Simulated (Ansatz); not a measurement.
`F[Si]O[SiH3]` + CH₃NH₂ → `CN[SiH3]` + `O[Si]F` at 400 K and 1 bar (ligand exchange at the Si–O bond).

Calculated with Ansatz (gas phase, PBE0-D4/def2-TZVP geometries, no zero-point term in ΔE). CCSD(T)/CBS is the MP2 limit (def2-TZVPP, def2-QZVPP) plus CCSD(T) − MP2 in def2-TZVPP, frozen cores. This one scheme is used for every species. One conformer a species, not always the lowest.

```json
{"species": "`F[Si]O[SiH3]`", "CCSD(T)/CBS energy (Eh)": "-755.04483", "H − E (kJ/mol)": "112.6", "S (J/(mol·K))": "369.1"}
{"species": "CH₃NH₂", "CCSD(T)/CBS energy (Eh)": "-95.75281", "H − E (kJ/mol)": "185.4", "S (J/(mol·K))": "256.0"}
{"species": "`CN[SiH3]`", "CCSD(T)/CBS energy (Eh)": "-386.04948", "H − E (kJ/mol)": "233.7", "S (J/(mol·K))": "327.3"}
{"species": "`O[Si]F`", "CCSD(T)/CBS energy (Eh)": "-464.72778", "H − E (kJ/mol)": "60.6", "S (J/(mol·K))": "283.4"}
```

H − E and S are ideal-gas, rigid-rotor, harmonic terms from PBE0-D4/def2-TZVP, for one conformer and one mirror image of each species. 1 Eh = 2625.50 kJ/mol, R = 8.31446 J/(mol·K).

Problem. By hand: ΔE, ΔH, ΔS and ΔG.

Solution. ΔE = (-386.04948) + (-464.72778) − (-755.04483) − (-95.75281) = 0.02038 Eh = 53.5 kJ/mol. Δ(H − E) = 233.7 + 60.6 − 112.6 − 185.4 = -3.7, so ΔH = 49.8 kJ/mol. ΔS = 327.3 + 283.4 − 369.1 − 256.0 = -14.4 J/(mol·K). ΔG = 49.8 − 400 × (-14.4)/1000 = 55.6 kJ/mol.

Problem. By hand: the equilibrium constant, and the temperature at which ΔG would vanish if ΔH and ΔS stayed fixed.

Solution. log₁₀ K = −ΔG/(RT ln 10) = -7.3. ΔH and −TΔS have one sign here, so there is no such temperature.

The number of gas molecules stays the same, so ΔS is small and ΔH decides. A doubt of 5 kJ/mol in ΔE shifts log₁₀ K by 0.7 here. Other conformers and mirror images would add mixing entropy, several J/(mol·K) or more a flexible species. Modes under 60 cm⁻¹, often nearly free rotors, make the harmonic entropy too high. These are equilibria of isolated gas molecules and say nothing of rates. Largest T1 diagnostic: 0.015 (customary marks: 0.02 for closed shells, 0.045 for open ones).
